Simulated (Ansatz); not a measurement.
Geometry optimisation of `FC(F)(F)C#Cc1ccc(C#Cc2ccc(C#Cc3ccc(C#Cc4ccc(C(F)(F)F)cc4)cc3)cc2)cc1`.

```yaml
crystal:
  periodic: [false, false, false]
  atoms:
    - {symbol: F, position_ang: [15.507220, 0.113990, -1.378480]}
    - {symbol: C, position_ang: [15.005820, -0.266970, -0.190100]}
    - {symbol: F, position_ang: [15.496460, -1.493930, 0.057800]}
    - {symbol: F, position_ang: [15.543800, 0.553330, 0.730590]}
    - {symbol: C, position_ang: [13.556690, -0.241760, -0.171020]}
    - {symbol: C, position_ang: [12.352690, -0.222200, -0.158700]}
    - {symbol: C, position_ang: [10.943470, -0.198080, -0.142300]}
    - {symbol: C, position_ang: [10.231410, -1.242900, 0.452110]}
    - {symbol: C, position_ang: [8.853680, -1.219310, 0.464300]}
    - {symbol: C, position_ang: [8.161240, -0.149900, -0.111760]}
    - {symbol: C, position_ang: [6.749050, -0.124430, -0.093280]}
    - {symbol: C, position_ang: [5.540710, -0.103770, -0.077980]}
    - {symbol: C, position_ang: [4.128430, -0.076350, -0.058850]}
    - {symbol: C, position_ang: [3.396490, -0.856640, -0.957420]}
    - {symbol: C, position_ang: [2.018870, -0.828720, -0.939190]}
    - {symbol: C, position_ang: [1.342980, -0.022810, -0.019920]}
    - {symbol: C, position_ang: [-0.068590, 0.004530, -0.000420]}
    - {symbol: C, position_ang: [-1.276340, 0.024050, 0.017700]}
    - {symbol: C, position_ang: [-2.687970, 0.049670, 0.035840]}
    - {symbol: C, position_ang: [-3.384470, 1.008780, -0.703440]}
    - {symbol: C, position_ang: [-4.761980, 1.031550, -0.686230]}
    - {symbol: C, position_ang: [-5.471060, 0.097330, 0.072050]}
    - {symbol: C, position_ang: [-6.882120, 0.123960, 0.088960]}
    - {symbol: C, position_ang: [-8.089570, 0.147660, 0.102690]}
    - {symbol: C, position_ang: [-9.501030, 0.169860, 0.124370]}
    - {symbol: C, position_ang: [-10.227460, -0.511400, -0.853980]}
    - {symbol: C, position_ang: [-11.606840, -0.493220, -0.832390]}
    - {symbol: C, position_ang: [-12.269430, 0.202160, 0.172130]}
    - {symbol: C, position_ang: [-13.768610, 0.254870, 0.182080]}
    - {symbol: F, position_ang: [-14.239130, 1.341720, -0.466140]}
    - {symbol: F, position_ang: [-14.282300, 0.315000, 1.421490]}
    - {symbol: F, position_ang: [-14.336010, -0.805670, -0.412830]}
    - {symbol: C, position_ang: [-11.555650, 0.887570, 1.148420]}
    - {symbol: C, position_ang: [-10.176580, 0.870420, 1.125520]}
    - {symbol: C, position_ang: [-4.775970, -0.860950, 0.813030]}
    - {symbol: C, position_ang: [-3.398410, -0.885230, 0.792770]}
    - {symbol: C, position_ang: [2.074760, 0.755970, 0.879710]}
    - {symbol: C, position_ang: [3.452350, 0.730920, 0.859410]}
    - {symbol: C, position_ang: [8.877810, 0.894850, -0.703490]}
    - {symbol: C, position_ang: [10.255440, 0.870880, -0.721750]}
    - {symbol: H, position_ang: [10.770600, -2.064690, 0.898480]}
    - {symbol: H, position_ang: [8.298000, -2.025780, 0.919890]}
    - {symbol: H, position_ang: [3.920190, -1.479970, -1.667480]}
    - {symbol: H, position_ang: [1.451740, -1.428150, -1.636440]}
    - {symbol: H, position_ang: [-2.834050, 1.731880, -1.287430]}
    - {symbol: H, position_ang: [-5.305480, 1.771020, -1.255860]}
    - {symbol: H, position_ang: [-9.701550, -1.050370, -1.626970]}
    - {symbol: H, position_ang: [-12.171250, -1.020220, -1.586240]}
    - {symbol: H, position_ang: [-12.081790, 1.424320, 1.922800]}
    - {symbol: H, position_ang: [-9.613590, 1.399910, 1.878690]}
    - {symbol: H, position_ang: [-5.328020, -1.580960, 1.399510]}
    - {symbol: H, position_ang: [-2.857390, -1.626710, 1.362110]}
    - {symbol: H, position_ang: [1.550510, 1.377730, 1.590720]}
    - {symbol: H, position_ang: [4.019220, 1.332740, 1.554660]}
    - {symbol: H, position_ang: [8.340890, 1.720210, -1.147350]}
    - {symbol: H, position_ang: [10.812090, 1.674190, -1.180400]}
basis:
  gaussian: {orbitals: def2-SVP, fitting: {mean_field: def2-universal-jkfit}}
hamiltonian: {xc: pbe, dispersion: d4}
scf: {lower_state_search: "off"}
output: {orbitals: {seedname: orbitals}}
relax: {f_tol: 0.03, max_steps: 70}
```

```sh
$ ansatz run in.yaml --threads 2 --pin off --events-out ev --progress --plain --max-ram 32768MiB --backend cuda --devices 0, --max-vram 18GiB
```

Shortened log:

```
Functional definition: PBE
mean field -51716.10422972 eV, -1900.5317760079 hartree, gradient 5.5e-6 eV, S^2 0.000000; 0 other end points of the search recorded, 0 dependent functions left out
relax step   1: F+E_penalty+E_count = -51718.14094931 eV  Δ(F+E_penalty+E_count) = +0.000e0 eV  max|allowed force component| = 1.796e0 eV/Å  Δτ_max = 0.0000 Å  (21 SCF iters, accepted)
mean field -51716.62229119 eV, -1900.5508144158 hartree, gradient 2.8e-6 eV, S^2 0.000000; 0 other end points of the search recorded, 0 dependent functions left out
relax step   2: F+E_penalty+E_count = -51718.63463287 eV  Δ(F+E_penalty+E_count) = -4.937e-1 eV  max|allowed force component| = 2.616e-1 eV/Å  Δτ_max = 0.1544 Å  (21 SCF iters, accepted)
mean field -51716.67970641 eV, -1900.5529243859 hartree, gradient 2.2e-6 eV, S^2 0.000000; 0 other end points of the search recorded, 0 dependent functions left out
relax step   3: F+E_penalty+E_count = -51718.68108634 eV  Δ(F+E_penalty+E_count) = -4.645e-2 eV  max|allowed force component| = 1.359e-1 eV/Å  Δτ_max = 0.0683 Å  (22 SCF iters, accepted)
mean field -51716.68191361 eV, -1900.5530054993 hartree, gradient 2.0e-6 eV, S^2 0.000000; 0 other end points of the search recorded, 0 dependent functions left out
relax step   4: F+E_penalty+E_count = -51718.68245056 eV  Δ(F+E_penalty+E_count) = -1.364e-3 eV  max|allowed force component| = 3.796e-2 eV/Å  Δτ_max = 0.0154 Å  (21 SCF iters, accepted)
mean field -51716.68331737 eV, -1900.5530570864 hartree, gradient 2.2e-6 eV, S^2 0.000000; 0 other end points of the search recorded, 0 dependent functions left out
relax step   5: F+E_penalty+E_count = -51718.68348506 eV  Δ(F+E_penalty+E_count) = -1.035e-3 eV  max|allowed force component| = 6.379e-2 eV/Å  Δτ_max = 0.0316 Å  (20 SCF iters, accepted)
mean field -51716.68721488 eV, -1900.5532003171 hartree, gradient 2.3e-6 eV, S^2 0.000000; 0 other end points of the search recorded, 0 dependent functions left out
relax step   6: F+E_penalty+E_count = -51718.68641271 eV  Δ(F+E_penalty+E_count) = -2.928e-3 eV  max|allowed force component| = 1.072e-1 eV/Å  Δτ_max = 0.1293 Å  (18 SCF iters, accepted)
mean field -51716.68956928 eV, -1900.5532868398 hartree, gradient 2.5e-6 eV, S^2 0.000000; 0 other end points of the search recorded, 0 dependent functions left out
relax step   7: F+E_penalty+E_count = -51718.68808437 eV  Δ(F+E_penalty+E_count) = -1.672e-3 eV  max|allowed force component| = 1.969e-1 eV/Å  Δτ_max = 0.1321 Å  (18 SCF iters, accepted)
mean field -51716.69477841 eV, -1900.5534782716 hartree, gradient 2.5e-6 eV, S^2 0.000000; 0 other end points of the search recorded, 0 dependent functions left out
relax step   8: F+E_penalty+E_count = -51718.69409966 eV  Δ(F+E_penalty+E_count) = -6.015e-3 eV  max|allowed force component| = 1.412e-1 eV/Å  Δτ_max = 0.0397 Å  (20 SCF iters, accepted)
mean field -51716.70604660 eV, -1900.5538923703 hartree, gradient 1.7e-6 eV, S^2 0.000000; 0 other end points of the search recorded, 0 dependent functions left out
relax step   9: F+E_penalty+E_count = -51718.70625328 eV  Δ(F+E_penalty+E_count) = -1.215e-2 eV  max|allowed force component| = 8.387e-2 eV/Å  Δτ_max = 0.1959 Å  (19 SCF iters, accepted)
mean field -51716.71536410 eV, -1900.5542347821 hartree, gradient 1.5e-6 eV, S^2 0.000000; 0 other end points of the search recorded, 0 dependent functions left out
relax step  10: F+E_penalty+E_count = -51718.71629988 eV  Δ(F+E_penalty+E_count) = -1.005e-2 eV  max|allowed force component| = 1.296e-1 eV/Å  Δτ_max = 0.1920 Å  (19 SCF iters, accepted)
mean field -51716.72486639 eV, -1900.5545839848 hartree, gradient 1.1e-6 eV, S^2 0.000000; 0 other end points of the search recorded, 0 dependent functions left out
relax step  11: F+E_penalty+E_count = -51718.72590465 eV  Δ(F+E_penalty+E_count) = -9.605e-3 eV  max|allowed force component| = 1.500e-1 eV/Å  Δτ_max = 0.1348 Å  (19 SCF iters, accepted)
mean field -51716.73882776 eV, -1900.5550970556 hartree, gradient 1.8e-6 eV, S^2 0.000000; 0 other end points of the search recorded, 0 dependent functions left out
relax step  12: F+E_penalty+E_count = -51718.73974300 eV  Δ(F+E_penalty+E_count) = -1.384e-2 eV  max|allowed force component| = 1.571e-1 eV/Å  Δτ_max = 0.1606 Å  (19 SCF iters, accepted)
mean field -51716.75409710 eV, -1900.5556581935 hartree, gradient 2.7e-6 eV, S^2 0.000000; 0 other end points of the search recorded, 0 dependent functions left out
relax step  13: F+E_penalty+E_count = -51718.75517227 eV  Δ(F+E_penalty+E_count) = -1.543e-2 eV  max|allowed force component| = 1.393e-1 eV/Å  Δτ_max = 0.1705 Å  (18 SCF iters, accepted)
mean field -51716.76478944 eV, -1900.5560511297 hartree, gradient 1.9e-6 eV, S^2 0.000000; 0 other end points of the search recorded, 0 dependent functions left out
relax step  14: F+E_penalty+E_count = -51718.76563373 eV  Δ(F+E_penalty+E_count) = -1.046e-2 eV  max|allowed force component| = 2.084e-1 eV/Å  Δτ_max = 0.1950 Å  (19 SCF iters, accepted)
mean field -51716.77510970 eV, -1900.5564303924 hartree, gradient 1.8e-6 eV, S^2 0.000000; 0 other end points of the search recorded, 0 dependent functions left out
relax step  15: F+E_penalty+E_count = -51718.77632433 eV  Δ(F+E_penalty+E_count) = -1.069e-2 eV  max|allowed force component| = 1.694e-1 eV/Å  Δτ_max = 0.1147 Å  (18 SCF iters, accepted)
mean field -51716.78811609 eV, -1900.5569083682 hartree, gradient 2.7e-6 eV, S^2 0.000000; 0 other end points of the search recorded, 0 dependent functions left out
relax step  16: F+E_penalty+E_count = -51718.79017412 eV  Δ(F+E_penalty+E_count) = -1.385e-2 eV  max|allowed force component| = 1.101e-1 eV/Å  Δτ_max = 0.1464 Å  (18 SCF iters, accepted)
mean field -51716.79709127 eV, -1900.5572381999 hartree, gradient 1.5e-6 eV, S^2 0.000000; 0 other end points of the search recorded, 0 dependent functions left out
relax step  17: F+E_penalty+E_count = -51718.79989228 eV  Δ(F+E_penalty+E_count) = -9.718e-3 eV  max|allowed force component| = 7.714e-2 eV/Å  Δτ_max = 0.1485 Å  (19 SCF iters, accepted)
mean field -51716.80327736 eV, -1900.5574655348 hartree, gradient 1.4e-6 eV, S^2 0.000000; 0 other end points of the search recorded, 0 dependent functions left out
relax step  18: F+E_penalty+E_count = -51718.80603193 eV  Δ(F+E_penalty+E_count) = -6.140e-3 eV  max|allowed force component| = 8.486e-2 eV/Å  Δτ_max = 0.1540 Å  (19 SCF iters, accepted)
mean field -51716.80792680 eV, -1900.5576363985 hartree, gradient 1.7e-6 eV, S^2 0.000000; 0 other end points of the search recorded, 0 dependent functions left out
relax step  19: F+E_penalty+E_count = -51718.81106245 eV  Δ(F+E_penalty+E_count) = -5.031e-3 eV  max|allowed force component| = 4.852e-2 eV/Å  Δτ_max = 0.0720 Å  (19 SCF iters, accepted)
mean field -51716.81281953 eV, -1900.5578162031 hartree, gradient 2.1e-6 eV, S^2 0.000000; 0 other end points of the search recorded, 0 dependent functions left out
[...]
mean field -51716.85232080 eV, -1900.5592678479 hartree, gradient 1.6e-6 eV, S^2 0.000000; 0 other end points of the search recorded, 0 dependent functions left out
relax step  37: F+E_penalty+E_count = -51718.85659530 eV  Δ(F+E_penalty+E_count) = -1.025e-3 eV  max|allowed force component| = 9.273e-2 eV/Å  Δτ_max = 0.1221 Å  (20 SCF iters, accepted)
mean field -51716.85280312 eV, -1900.5592855729 hartree, gradient 1.3e-6 eV, S^2 0.000000; 0 other end points of the search recorded, 0 dependent functions left out
relax step  38: F+E_penalty+E_count = -51718.85725042 eV  Δ(F+E_penalty+E_count) = -6.551e-4 eV  max|allowed force component| = 7.220e-2 eV/Å  Δτ_max = 0.0058 Å  (15 SCF iters, accepted)
mean field -51716.85281306 eV, -1900.5592859380 hartree, gradient 9.7e-6 eV, S^2 0.000000; 0 other end points of the search recorded, 0 dependent functions left out
relax step  39: F+E_penalty+E_count = -51718.85725518 eV  Δ(F+E_penalty+E_count) = -4.758e-6 eV  max|allowed force component| = 7.014e-2 eV/Å  Δτ_max = 0.0005 Å  (11 SCF iters, accepted)
mean field -51716.85316678 eV, -1900.5592989370 hartree, gradient 2.8e-6 eV, S^2 0.000000; 0 other end points of the search recorded, 0 dependent functions left out
relax step  40: F+E_penalty+E_count = -51718.85784837 eV  Δ(F+E_penalty+E_count) = -5.932e-4 eV  max|allowed force component| = 2.680e-2 eV/Å  Δτ_max = 0.0327 Å  (21 SCF iters, accepted)
mean field -51716.85423484 eV, -1900.5593381874 hartree, gradient 1.5e-6 eV, S^2 0.000000; 0 other end points of the search recorded, 0 dependent functions left out
relax step  41: F+E_penalty+E_count = -51718.85875030 eV  Δ(F+E_penalty+E_count) = -9.019e-4 eV  max|allowed force component| = 4.076e-2 eV/Å  Δτ_max = 0.0607 Å  (20 SCF iters, accepted)
mean field -51716.85072700 eV, -1900.5592092768 hartree, gradient 2.5e-6 eV, S^2 0.000000; 0 other end points of the search recorded, 0 dependent functions left out
relax step  42: F+E_penalty+E_count = -51718.85431645 eV  Δ(F+E_penalty+E_count) = +4.434e-3 eV  max|allowed force component| = 3.418e-1 eV/Å  Δτ_max = 0.1397 Å  (20 SCF iters, rejected (line search))
mean field -51716.85510158 eV, -1900.5593700395 hartree, gradient 1.5e-6 eV, S^2 0.000000; 0 other end points of the search recorded, 0 dependent functions left out
relax step  43: F+E_penalty+E_count = -51718.85948897 eV  Δ(F+E_penalty+E_count) = -7.387e-4 eV  max|allowed force component| = 4.325e-2 eV/Å  Δτ_max = 0.0624 Å  (20 SCF iters, accepted)
mean field -51716.85547611 eV, -1900.5593838035 hartree, gradient 1.9e-6 eV, S^2 0.000000; 0 other end points of the search recorded, 0 dependent functions left out
relax step  44: F+E_penalty+E_count = -51718.85965586 eV  Δ(F+E_penalty+E_count) = -1.669e-4 eV  max|allowed force component| = 1.007e-1 eV/Å  Δτ_max = 0.0759 Å  (20 SCF iters, accepted)
mean field -51716.85586695 eV, -1900.5593981664 hartree, gradient 2.7e-6 eV, S^2 0.000000; 0 other end points of the search recorded, 0 dependent functions left out
relax step  45: F+E_penalty+E_count = -51718.86027378 eV  Δ(F+E_penalty+E_count) = -6.179e-4 eV  max|allowed force component| = 4.868e-2 eV/Å  Δτ_max = 0.0046 Å  (15 SCF iters, accepted)
mean field -51716.85602859 eV, -1900.5594041067 hartree, gradient 1.2e-6 eV, S^2 0.000000; 0 other end points of the search recorded, 0 dependent functions left out
relax step  46: F+E_penalty+E_count = -51718.86063624 eV  Δ(F+E_penalty+E_count) = -3.625e-4 eV  max|allowed force component| = 2.828e-3 eV/Å  Δτ_max = 0.0151 Å  (22 SCF iters, accepted)
mean field -51716.85634561 eV, -1900.5594157571 hartree, gradient 1.4e-6 eV, S^2 0.000000; 0 other end points of the search recorded, 0 dependent functions left out
relax step  47: F+E_penalty+E_count = -51718.86097218 eV  Δ(F+E_penalty+E_count) = -3.359e-4 eV  max|allowed force component| = 1.554e-2 eV/Å  Δτ_max = 0.0357 Å  (20 SCF iters, accepted)
mean field -51716.84552710 eV, -1900.5590181841 hartree, gradient 2.9e-6 eV, S^2 0.000000; 0 other end points of the search recorded, 0 dependent functions left out
relax step  48: F+E_penalty+E_count = -51718.84911795 eV  Δ(F+E_penalty+E_count) = +1.185e-2 eV  max|allowed force component| = 5.388e-1 eV/Å  Δτ_max = 0.1801 Å  (26 SCF iters, rejected (line search))
mean field -51716.85665145 eV, -1900.5594269964 hartree, gradient 1.2e-6 eV, S^2 0.000000; 0 other end points of the search recorded, 0 dependent functions left out
relax step  49: F+E_penalty+E_count = -51718.86123602 eV  Δ(F+E_penalty+E_count) = -2.638e-4 eV  max|allowed force component| = 2.137e-2 eV/Å  Δτ_max = 0.0324 Å  (21 SCF iters, accepted)
Total energy: -51718.86132479 eV, -1900.6330973829 hartree
Atom 0 at    15.709229     0.095063    -1.412715 Å, force     0.000136    -0.000078    -0.000113 eV/Å
Atom 1 at    15.226412    -0.269828    -0.200730 Å, force    -0.000432     0.000097     0.000229 eV/Å
Atom 2 at    15.702463    -1.507543     0.070843 Å, force     0.000159     0.000001    -0.000003 eV/Å
Atom 3 at    15.747865     0.579892     0.715479 Å, force    -0.000021    -0.000030    -0.000036 eV/Å
Atom 4 at    13.762817    -0.246400    -0.177549 Å, force    -0.000096     0.000017    -0.000164 eV/Å
Atom 5 at    12.536732    -0.222960    -0.164271 Å, force    -0.000772     0.000133    -0.000001 eV/Å
Atom 6 at    11.113667    -0.197835    -0.146223 Å, force    -0.001916    -0.000326     0.000351 eV/Å
Atom 7 at    10.369490    -1.400021    -0.267393 Å, force     0.002815     0.003371    -0.000322 eV/Å
Atom 8 at     8.976808    -1.375152    -0.249909 Å, force    -0.002971     0.003759     0.000224 eV/Å
Atom 9 at     8.273293    -0.147940    -0.109988 Å, force     0.001586    -0.001459    -0.000279 eV/Å
Atom 10 at     6.854230    -0.123123    -0.091683 Å, force     0.001225     0.000424    -0.000068 eV/Å
Atom 11 at     5.620736    -0.101564    -0.075637 Å, force    -0.000921    -0.000969    -0.000040 eV/Å
Atom 12 at     4.201918    -0.076899    -0.057024 Å, force     0.001688     0.003474     0.000297 eV/Å
Atom 13 at     3.451033    -1.271136    -0.231807 Å, force    -0.002332    -0.001420    -0.000432 eV/Å
Atom 14 at     2.059112    -1.246649    -0.214269 Å, force     0.002188    -0.000899    -0.000055 eV/Å
Atom 15 at     1.354859    -0.027102    -0.019249 Å, force    -0.001120     0.002514    -0.000107 eV/Å
Atom 16 at    -0.063647    -0.002200    -0.000190 Å, force     0.000734    -0.000536     0.000142 eV/Å
Atom 17 at    -1.297390     0.019419     0.016665 Å, force    -0.001065    -0.000098    -0.000220 eV/Å
Atom 18 at    -2.716052     0.044149     0.036321 Å, force     0.002086    -0.000250     0.000266 eV/Å
Atom 19 at    -3.419364     1.249759     0.306147 Å, force    -0.002202     0.000268    -0.000002 eV/Å
Atom 20 at    -4.811388     1.273579     0.326923 Å, force     0.001963    -0.000061     0.000014 eV/Å
Atom 21 at    -5.563011     0.093551     0.076693 Å, force    -0.002677    -0.000025     0.000156 eV/Å
Atom 22 at    -6.982533     0.118202     0.097341 Å, force     0.001194     0.000414    -0.000147 eV/Å
Atom 23 at    -8.215384     0.139898     0.115573 Å, force    -0.001261     0.000393    -0.000018 eV/Å
Atom 24 at    -9.636649     0.165907     0.136746 Å, force     0.001536    -0.000770     0.000700 eV/Å
Atom 25 at   -10.388121    -0.991256    -0.196497 Å, force    -0.000645     0.001235     0.000079 eV/Å
Atom 26 at   -11.784397    -0.961986    -0.175049 Å, force     0.002676     0.000375     0.001210 eV/Å
Atom 27 at   -12.461080     0.218017     0.180462 Å, force     0.001025    -0.000637    -0.000063 eV/Å
Atom 28 at   -13.968891     0.273249     0.154237 Å, force    -0.014277     0.001920    -0.001339 eV/Å
Atom 29 at   -14.423535     0.819858    -1.002968 Å, force     0.004164    -0.011162     0.020720 eV/Å
Atom 30 at   -14.457602     1.032143     1.165931 Å, force     0.003639    -0.012175    -0.018909 eV/Å
Atom 31 at   -14.523454    -0.957824     0.258406 Å, force     0.004122     0.021368    -0.000343 eV/Å
Atom 32 at   -11.729510     1.371873     0.518638 Å, force     0.000772    -0.001406    -0.002211 eV/Å
Atom 33 at   -10.334269     1.349709     0.496604 Å, force    -0.000721    -0.001055    -0.000692 eV/Å
Atom 34 at    -4.860186    -1.111668    -0.194364 Å, force     0.001411    -0.000495    -0.000012 eV/Å
Atom 35 at    -3.468155    -1.136172    -0.213044 Å, force    -0.000744     0.000374    -0.000018 eV/Å
Atom 36 at     2.106281     1.167101     0.156294 Å, force    -0.000841    -0.001424     0.000039 eV/Å
Atom 37 at     3.498110     1.142912     0.136926 Å, force     0.000240    -0.001201     0.000111 eV/Å
Atom 38 at     9.022792     1.053707     0.011287 Å, force    -0.002199    -0.002304     0.000247 eV/Å
Atom 39 at    10.415508     1.029673    -0.006791 Å, force     0.002172    -0.003320     0.000027 eV/Å
Atom 40 at    10.904871    -2.354368    -0.375308 Å, force    -0.001220     0.005223     0.000080 eV/Å
Atom 41 at     8.406285    -2.310280    -0.344051 Å, force     0.001663     0.005243     0.000113 eV/Å
Atom 42 at     3.985365    -2.220182    -0.382482 Å, force     0.000266     0.000731    -0.000095 eV/Å
Atom 43 at     1.488072    -2.176200    -0.350949 Å, force    -0.000228     0.000712    -0.000079 eV/Å
Atom 44 at    -2.847802     2.168684     0.500401 Å, force     0.000594    -0.000619    -0.000153 eV/Å
Atom 45 at    -5.345076     2.211487     0.537618 Å, force    -0.000425    -0.000647    -0.000150 eV/Å
Atom 46 at    -9.857225    -1.913911    -0.470961 Å, force     0.000280     0.002328     0.000684 eV/Å
Atom 47 at   -12.360000    -1.863337    -0.429254 Å, force    -0.001050     0.003093     0.001020 eV/Å
Atom 48 at   -12.261818     2.289848     0.807395 Å, force    -0.000125    -0.001712    -0.000204 eV/Å
Atom 49 at    -9.760718     2.249092     0.762299 Å, force     0.000130    -0.001841    -0.000560 eV/Å
Atom 50 at    -5.431866    -2.030392    -0.389344 Å, force    -0.000323     0.000645     0.000102 eV/Å
Atom 51 at    -2.934439    -2.074234    -0.422899 Å, force    -0.000002     0.000477     0.000054 eV/Å
Atom 52 at     1.571781     2.115915     0.307587 Å, force     0.000126    -0.000399     0.000179 eV/Å
Atom 53 at     4.069157     2.072597     0.272909 Å, force     0.000193    -0.000701     0.000092 eV/Å
Atom 54 at     8.488072     2.008254     0.119597 Å, force     0.001345    -0.005250    -0.000105 eV/Å
Atom 55 at    10.986574     1.964606     0.087264 Å, force    -0.001542    -0.005324    -0.000195 eV/Å
Dipole moment:    -0.328779    -0.006792     0.021139 e Å
Checks for a lower state left out: stability, starts, cluster_reference, orbital_swaps, neighbouring_geometries, increment
```

It took 4.3 min on 2 threads of AMD EPYC 7R13 on a shared host and a share (18 GiB) of an NVIDIA H100 80GB HBM3, peak host memory 1.1 GiB.

Single mean-field runs in def2-SVP are fitted with def2-universal-jkfit.
